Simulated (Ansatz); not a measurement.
Geometry optimisation, RHF/def2-mTZVP in Ansatz.

The input (input.yaml):

```yaml
crystal:
  periodic: [false, false, false]
  atoms:
    - { symbol: B, position_ang: [-0.017795, -0.282285, 0.111776] }
    - { symbol: O, position_ang: [-0.18004, -0.771913, 1.376144] }
    - { symbol: H, position_ang: [-1.076266, -0.766869, 1.678626] }
    - { symbol: F, position_ang: [1.16369, -0.296557, -0.433252] }
    - { symbol: F, position_ang: [-1.027068, 0.170623, -0.588114] }
    - { symbol: P, position_ang: [-0.02044, 2.667243, 1.154314] }
    - { symbol: H, position_ang: [1.03386, 3.318378, 1.817005] }
    - { symbol: H, position_ang: [0.670521, 2.493291, -0.055883] }
    - { symbol: H, position_ang: [0.265936, 1.386489, 1.678384] }
basis:
  gaussian: { orbitals: def2-mTZVP }
hamiltonian:
  xc: hf
relax:
  f_tol: 0.03
  max_steps: 50
```

Command:

```bash
$ ansatz run input.yaml --threads 2 --pin off --max-ram 3072MiB --backend cpu --events-out ev --progress --plain --runs-dir out
```

Problem. Where does it end, and by what steps?

Solution. The run converged. The force dipped under the threshold on the way, but the program's further checks kept it going. After 18 steps the energy has fallen by 0.342 eV; P6 moved furthest, 1.12 Å.

```json
{"step": "0", "energy less start (eV)": "0.0000", "largest force component (eV/Å)": "1.298", "accepted": "yes"}
{"step": "1", "energy less start (eV)": "-0.1876", "largest force component (eV/Å)": "0.850", "accepted": "yes"}
{"step": "2", "energy less start (eV)": "-0.2942", "largest force component (eV/Å)": "0.347", "accepted": "yes"}
{"step": "3", "energy less start (eV)": "-0.3120", "largest force component (eV/Å)": "0.287", "accepted": "yes"}
{"step": "4", "energy less start (eV)": "-0.3242", "largest force component (eV/Å)": "0.314", "accepted": "yes"}
{"step": "5", "energy less start (eV)": "-0.2852", "largest force component (eV/Å)": "1.476", "accepted": "no"}
{"step": "6", "energy less start (eV)": "-0.3313", "largest force component (eV/Å)": "0.119", "accepted": "yes"}
{"step": "7", "energy less start (eV)": "-0.3349", "largest force component (eV/Å)": "0.044", "accepted": "yes"}
{"step": "8", "energy less start (eV)": "-0.3376", "largest force component (eV/Å)": "0.068", "accepted": "yes"}
{"step": "9", "energy less start (eV)": "-0.3355", "largest force component (eV/Å)": "0.310", "accepted": "no"}
{"step": "10", "energy less start (eV)": "-0.3390", "largest force component (eV/Å)": "0.043", "accepted": "yes"}
{"step": "11", "energy less start (eV)": "-0.3395", "largest force component (eV/Å)": "0.107", "accepted": "yes"}
{"step": "12", "energy less start (eV)": "-0.3402", "largest force component (eV/Å)": "0.086", "accepted": "yes"}
{"step": "13", "energy less start (eV)": "-0.3409", "largest force component (eV/Å)": "0.011", "accepted": "yes"}
{"step": "14", "energy less start (eV)": "-0.3413", "largest force component (eV/Å)": "0.046", "accepted": "yes"}
{"step": "15", "energy less start (eV)": "-0.3404", "largest force component (eV/Å)": "0.222", "accepted": "no"}
{"step": "16", "energy less start (eV)": "-0.3416", "largest force component (eV/Å)": "0.014", "accepted": "yes"}
{"step": "17", "energy less start (eV)": "-0.3416", "largest force component (eV/Å)": "0.117", "accepted": "yes"}
{"step": "18", "energy less start (eV)": "-0.3420", "largest force component (eV/Å)": "0.030", "accepted": "yes"}
```

```xyz
9
Properties=species:S:1:pos:R:3
B -0.089 -1.035 -0.005
O -0.430 -1.788 1.042
H -1.262 -1.570 1.436
F 1.037 -1.254 -0.624
F -0.858 -0.064 -0.445
P 0.176 3.736 1.430
H 1.467 4.066 1.881
H 0.567 3.415 0.119
H 0.204 2.413 1.906
```

Time of the run: 28 s on 2 threads of Arm Neoverse V2 (shared host), peak memory 0.22 GiB.
